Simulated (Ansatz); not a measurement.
Ansatz (a first-principles code) input (CCSD(T)/aug-cc-pV(D+d)Z):
A basis named .json is the Basis Set Exchange file of that set.

Ansatz 0.2 input:
```yaml
crystal:
  periodic: [false, false, false]
  atoms:
    - {symbol: Si, position_ang: [-0.85606302, -0.09458915, -0.52043049]}
    - {symbol: C, position_ang: [-1.01624196, 1.63905494, -0.35050074]}
    - {symbol: C, position_ang: [-1.96639716, -1.12809289, 0.62337585]}
    - {symbol: O, position_ang: [0.70006923, -0.74998420, -0.14078444]}
    - {symbol: Si, position_ang: [1.91160155, 0.21389504, 0.35877067]}
    - {symbol: H, position_ang: [-1.02839410, -0.61574353, -1.92014804]}
    - {symbol: H, position_ang: [-0.75943855, 2.33407474, -1.14394707]}
    - {symbol: H, position_ang: [-1.30138267, 2.10761570, 0.58736678]}
    - {symbol: H, position_ang: [-1.65875224, -2.17735917, 0.64850981]}
    - {symbol: H, position_ang: [-1.90410085, -0.73700868, 1.64390371]}
    - {symbol: H, position_ang: [-3.01208475, -1.07601805, 0.31027285]}
    - {symbol: H, position_ang: [3.07777270, -0.70318975, 0.59051842]}
    - {symbol: H, position_ang: [1.70551295, 0.91040367, 1.65782474]}
    - {symbol: H, position_ang: [2.39860881, 1.22104366, -0.62203913]}
basis:
  gaussian:
    orbitals: aug-cc-pV_D+d_Z.json
total_charge: -1
magnetization: {spin_polarized: false}
correlation: {method: ccsd_t, electrons: outside_noble_gas}
output: {forces: true}
```

Output:

```
Functional definition: HF
integrals: 1.24 GiB planned
2141 factors; integrals over basis functions are off by at most 1.1e-3 eV
1.24 GiB of device memory are held for the factors and their scratch space
mean field: 1.40 GiB planned
mean field evaluation 1: about -19962.9601 eV, gradient 3.9e1 eV
mean field evaluation 2: about -19963.0430 eV, gradient 3.9e1 eV
mean field evaluation 4: about -19967.3442 eV, gradient 4.4e0 eV
mean field evaluation 8: about -19967.4193 eV, gradient 3.1e-1 eV
mean field evaluation 16: about -19962.9611 eV, gradient 3.9e1 eV
mean field -19967.41984454 eV, -733.7891448835 hartree, gradient 2.3e-6 eV, S^2 0.000000; 0 other end points of the search recorded, 0 dependent functions left out
13 core orbitals not correlated
reference -19967.41984454 eV, -733.7891448835 hartree; 16, 16 occupied and 185, 185 virtual orbitals, 2141 factors
densities: 9.21 GiB planned
second order -20.08466243 eV of doubles, -0.00000000 eV of singles
coupled cluster: 6.89 GiB planned
cycle   1  -21.07958509 eV  change   -9.9e-1 eV  update   1.2e-1
cycle   2  -21.66746937 eV  change   -5.9e-1 eV  update   3.5e-2
cycle   3  -21.82277664 eV  change   -1.6e-1 eV  update   2.0e-2
cycle   4  -21.81957501 eV  change    3.2e-3 eV  update   5.5e-3
cycle   5  -21.81639729 eV  change    3.2e-3 eV  update   3.2e-3
cycle   6  -21.81672454 eV  change   -3.3e-4 eV  update   1.4e-3
cycle   7  -21.81679477 eV  change   -7.0e-5 eV  update   7.5e-4
cycle   8  -21.81665019 eV  change    1.4e-4 eV  update   3.3e-4
cycle   9  -21.81667322 eV  change   -2.3e-5 eV  update   1.3e-4
cycle  10  -21.81676770 eV  change   -9.4e-5 eV  update   6.3e-5
cycle  11  -21.81671423 eV  change    5.3e-5 eV  update   3.2e-5
cycle  12  -21.81670750 eV  change    6.7e-6 eV  update   1.6e-5
cycle  13  -21.81671382 eV  change   -6.3e-6 eV  update   7.4e-6
cycle  14  -21.81671286 eV  change    9.6e-7 eV  update   4.0e-6
perturbative correction -0.74771605 eV, -0.0274780580 hartree
the calculation of the forces begins
1.24 GiB of device memory are held for the factors and their scratch space
Total energy: -19989.98427345 eV, -734.6183723514 hartree
Atom 0 at    -0.856063    -0.094589    -0.520430 Å, force    -0.459670    -0.243502    -0.225308 eV/Å
Atom 1 at    -1.016242     1.639055    -0.350501 Å, force    -0.073654     0.146695    -0.016321 eV/Å
Atom 2 at    -1.966397    -1.128093     0.623376 Å, force     0.207389     0.163997    -0.225976 eV/Å
Atom 3 at     0.700069    -0.749984    -0.140784 Å, force    -0.122205    -0.923550    -0.156894 eV/Å
Atom 4 at     1.911602     0.213895     0.358771 Å, force     0.720388     0.488905     0.286374 eV/Å
Atom 5 at    -1.028394    -0.615744    -1.920148 Å, force    -0.000005    -0.042816    -0.125095 eV/Å
Atom 6 at    -0.759439     2.334075    -1.143947 Å, force     0.130951     0.359341    -0.427435 eV/Å
Atom 7 at    -1.301383     2.107616     0.587367 Å, force    -0.162963     0.235892     0.502047 eV/Å
Atom 8 at    -1.658752    -2.177359     0.648510 Å, force     0.141024    -0.478908     0.015576 eV/Å
Atom 9 at    -1.904101    -0.737009     1.643904 Å, force     0.024624     0.180425     0.477020 eV/Å
Atom 10 at    -3.012085    -1.076018     0.310273 Å, force    -0.476636     0.022663    -0.136028 eV/Å
Atom 11 at     3.077773    -0.703190     0.590518 Å, force     0.089415    -0.055387     0.018742 eV/Å
Atom 12 at     1.705513     0.910404     1.657825 Å, force    -0.040033     0.058882     0.107979 eV/Å
Atom 13 at     2.398609     1.221044    -0.622039 Å, force     0.021374     0.087364    -0.094680 eV/Å
Dipole moment:     0.339609    -0.500969     0.290035 e Å
```

It need not be the lowest isomer of its formula. Whether it binds its extra electron was not tested at this geometry.
